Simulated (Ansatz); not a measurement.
Consider the cleavage of the Si–Si bond: `C[SiH](F)[SiH2]O` + `SS` → `O[SiH2]SS` + `C[SiH2]F`.

Calculated with Ansatz (gas phase, PBE0-D4/def2-TZVP geometries, no zero-point term in ΔE). CCSD(T)/CBS is the MP2 limit (def2-TZVPP, def2-QZVPP) plus CCSD(T) − MP2 in def2-TZVPP, frozen cores. This one scheme is used for every species. Functionals use def2-TZVPP. Each species was taken in one conformer, which may not be the lowest.

Task: Is it downhill or uphill in electronic energy at CCSD(T)/CBS, and by how much? (Estimate.)

Result: Computed: Downhill: ΔE = -0.93 eV.

Task: What do these levels give: r2SCAN-D4, BHLYP-D4, ωB97X-V, ωB97M-V, RPA@PBE/def2-TZVPP, SCS-MP2/def2-TZVPP? (Estimate.)

Result: Computed: r2SCAN-D4 -0.90, BHLYP-D4 -0.92, ωB97X-V -0.86, ωB97M-V -0.95, RPA@PBE/def2-TZVPP -0.87, SCS-MP2/def2-TZVPP -0.99 eV.

Largest T1 diagnostic among the species: 0.012.

The D4 term adds −0.03 eV with B3LYP and −0.01 eV with PBE0; it sums over pairs of atoms, weighted by their polarisabilities, and B3LYP, whose exchange is more repulsive, gets the larger term. Leaving LDA and LC-ωPBE aside and taking each functional with its dispersion term where it has one, the values, not all of them listed here, spread over 0.15 eV, from ωB97M-V to PBE-D4. LDA lies −0.06 eV from PBE without D4.

B3LYP here is the variant with VWN-RPA as its local correlation; programs differ in this.
